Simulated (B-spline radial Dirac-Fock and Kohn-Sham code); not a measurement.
Kohn-Sham estimates against Dirac-Fock for the levels of Os³⁺

System: osmium as Os³⁺, configuration [Xe] 4f14 5d5.

The density-functional columns are spherical, spin-unpolarised Dirac-Kohn-Sham results without Breit or QED terms: −ε is minus the orbital energy of the initial state and ΔSCF the difference of two total energies. The reference in the last column comes from Dirac-Fock energy differences between relaxed states, corrected for Breit and QED terms. All numbers are from a B-spline atomic structure program, in eV; a selection of levels is shown. For the 1s level of heavy atoms much of the gap between ΔSCF and the reference is the Breit and QED part, -381.9 eV here; for other levels the error of the functional can be larger.

| level | PBE −ε | PBE ΔSCF | LDA −ε | LDA ΔSCF | Dirac-Fock |
| --- | --- | --- | --- | --- | --- |
| K | 73766.4 | 74344.6 | 73705.8 | 74282.0 | 73911.6 |
| L1 | 12864.1 | 12970.1 | 12855.2 | 12961.6 | 13018.9 |
| L2 | 12320.4 | 12457.4 | 12316.4 | 12453.5 | 12430.5 |
| L3 | 10789.2 | 10905.9 | 10786.9 | 10903.7 | 10916.5 |
| M1 | 3017.1 | 3048.4 | 3014.7 | 3046.1 | 3101.6 |
| M2 | 2773.3 | 2806.9 | 2772.4 | 2806.1 | 2841.1 |
| M3 | 2439.4 | 2469.7 | 2438.9 | 2469.4 | 2507.0 |
| M4 | 2029.9 | 2066.5 | 2030.2 | 2066.8 | 2076.3 |
| M5 | 1957.6 | 1993.0 | 1957.9 | 1993.3 | 2005.3 |
| N1 | 661.0 | 676.0 | 659.9 | 674.9 | 707.3 |
| N2 | 558.6 | 573.4 | 558.1 | 573.0 | 597.6 |
| N3 | 480.1 | 494.3 | 479.5 | 493.8 | 519.0 |
| N4 | 311.8 | 325.8 | 311.8 | 325.8 | 338.9 |
| N5 | 297.3 | 311.0 | 297.3 | 311.0 | 324.4 |
| N6 | 84.24 | 97.17 | 84.69 | 97.63 | 94.71 |
| N7 | 81.43 | 94.26 | 81.88 | 94.71 | 92.03 |
| O1 | 121.9 | 130.8 | 122.3 | 131.2 | 135.9 |
| O2 | 90.21 | 98.62 | 90.62 | 99.04 | 99.52 |
| O3 | 77.81 | 85.78 | 78.08 | 86.06 | 87.07 |
| O4,5 | 34.96 | 41.46 | 35.28 | 41.78 | 40.04 |

Problem. Order the estimates of the K (1s) level by their distance from the Dirac-Fock value, nearest first.
A. LDA ΔSCF
B. PBE ΔSCF
C. LDA −ε
D. PBE −ε

Solution. D (145.2 eV), C (205.8 eV), A (370.4 eV), B (433.0 eV).

An eigenvalue near the reference for a deep level is a cancellation of errors: it lacks relaxation, carries self-interaction and omits Breit and QED terms.

Values without a named source are computed, but for edge energies of neutral atoms, which are taken from tables.
